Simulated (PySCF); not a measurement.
Spin-rotation constants: `InChI=1S/C5HF3S3/c6-3(4(7)8)2-1-10-5(9)11-2/h1H`

Molfile (atoms numbered from 1):
```
C5HF3S3
     RDKit          3D

 12 12  0  0  0  0  0  0  0  0999 V2000
   -2.0433   -2.9816    0.2672 F   0  0  0  0  0  0  0  0  0  0  0  0
   -1.0450   -2.1265    0.1586 C   0  0  0  0  0  0  0  0  0  0  0  0
    0.1177   -2.7535    0.0956 F   0  0  0  0  0  0  0  0  0  0  0  0
   -1.1858   -0.7959    0.1167 C   0  0  0  0  0  0  0  0  0  0  0  0
   -2.4384   -0.3038    0.1906 F   0  0  0  0  0  0  0  0  0  0  0  0
   -0.1411    0.1951    0.0002 C   0  0  0  0  0  0  0  0  0  0  0  0
   -0.3824    1.5245   -0.0337 C   0  0  0  0  0  0  0  0  0  0  0  0
    0.9600    2.5863   -0.1754 S   0  0  0  0  0  0  0  0  0  0  0  0
    2.1975    1.3343   -0.2174 C   0  0  0  0  0  0  0  0  0  0  0  0
    3.7852    1.6507   -0.3470 S   0  0  0  0  0  0  0  0  0  0  0  0
    1.5413   -0.2895   -0.1052 S   0  0  0  0  0  0  0  0  0  0  0  0
   -1.3644    1.9593    0.0236 H   0  0  0  0  0  0  0  0  0  0  0  0
  1  2  1  0
  2  3  1  0
  2  4  2  3
  4  5  1  0
  4  6  1  0
  6  7  2  0
  7  8  1  0
  8  9  1  0
  9 10  2  0
  9 11  1  0
 11  6  1  0
  7 12  1  0
M  END
```

The calculation used GIAO B3LYP/pcSseg-1 magnetisability, rotational g tensor and spin-rotation constants, non-relativistic, gas phase (PySCF 2.14.0). Geometry: GFN2-xTB.

(1) Give the nuclear spin-rotation constants along the inertial axes (H = +C I·J) beside the isotropic shieldings.

Results:

(1) Rotational constants 1.5932, 0.4160, 0.3299 GHz. A star marks the isotopologue with that one atom substituted, in its own axes.
```csv
atom,isotope,Caa (kHz),Cbb (kHz),Ccc (kHz),mean (kHz),σ (ppm)
F1,19F,2.065,0.481,0.341,0.962,267.8
F3,19F,1.538,0.472,0.376,0.795,282.0
F5,19F,0.910,0.409,0.101,0.473,362.9
H12,1H,-0.105,0.028,-0.042,-0.040,25.2
C2,13C*,0.688,0.171,0.094,0.318,11.7
C4,13C*,0.630,0.146,0.077,0.284,46.2
C6,13C*,0.654,0.152,0.069,0.292,45.9
C7,13C*,0.632,0.157,0.060,0.283,52.3
S8,33S*,0.946,0.151,0.112,0.403,120.8
C9,13C*,0.818,0.251,0.094,0.387,-45.6
S10,33S*,1.281,0.265,0.049,0.532,-89.1
S11,33S*,0.589,0.238,0.111,0.313,138.0
```
For the geometry as given, no vibrational averaging.
